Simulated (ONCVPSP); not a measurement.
# Varying the ONCV potential for V

Base potential:

- Element: vanadium
- Generator: ONCVPSP 4.0.1
- Type: optimised norm-conserving Vanderbilt (ONCV)
- Functional: PBE
- Relativity: scalar-relativistic
- Frozen core: [Ne]
- Valence charge: 13
- Reference configuration: 3s2 3p6 3d3 4s2
- Partial waves: 3s+4s: rc 1.35 bohr, ncon 5, nbas 10, qcut 10.3 1/bohr, 2 projectors; 3p: rc 1.45 bohr, ncon 4, nbas 7, qcut 8.2 1/bohr, 2 projectors, debl 2.8 Ha; 3d: rc 1.35 bohr, ncon 4, nbas 9, qcut 13.8 1/bohr, 2 projectors, debl 3.8 Ha; f scattering state at 0.07 Ha: rc 1.25 bohr, ncon 4, nbas 9, qcut 7.8 1/bohr, 2 projectors, debl 3.6 Ha
- Local potential: polynomial inside 1.20 bohr (lpopt 5, dvloc0 0 Ha)
- Core correction: Teter function, fcfact 5.25, rcfact 1.05

Cutoffs, loose and tight: the cutoffs (Ha) at which the residual kinetic energy of the hardest occupied pseudo-wave falls to 1 and 0.1 mHa per electron. They do not see the model core or the augmentation charge, which bear on the density cutoff. Test errors are all-electron minus pseudo excitation energies from the reference, over the configurations 3s2 3p6 3d3 4s1; 3s2 3p6 3d3 4s0; 3s2 3p6 3d2 4s0; 3s2 3p6 3d2 4s2. A dash means not determined; rows that change the core or the reference have their own tests.

| change | outcome | cutoff, loose | cutoff, tight | bound ghosts | GHOST(+) flags above zero | largest test error (meV) |
| --- | --- | --- | --- | --- | --- | --- |
| base | generated | 58 Ha | 68 Ha | none | none | +10 |
| s: qcut 7.4 | generated | 58 Ha | 98 Ha | none | none | +11 |
| core correction Teter function, fcfact 2.5, rcfact 1.15 | generated | 58 Ha | 68 Ha | none | none | +10 |
| s: qcut 9.6; p: qcut 7.6; d: qcut 12.8; f: qcut 7.2 | generated | 54 Ha | 63 Ha | none | none | +12 |
| d: rc 0.88; local potential polynomial inside 0.88 bohr (lpopt 5, dvloc0 0 Ha) | generated | 81 Ha | 97 Ha | none | none | +7.4 |
| s: rc 1.94 | generated | 58 Ha | 68 Ha | none | none | +12 |

**Question.** What comes out with this change to the base: d: nbas 7?

**Answer.** outcome: generated; cutoff, loose: 57 Ha; cutoff, tight: 67 Ha; bound ghosts: none; GHOST(+) flags above zero: none; largest test error (meV): +11.
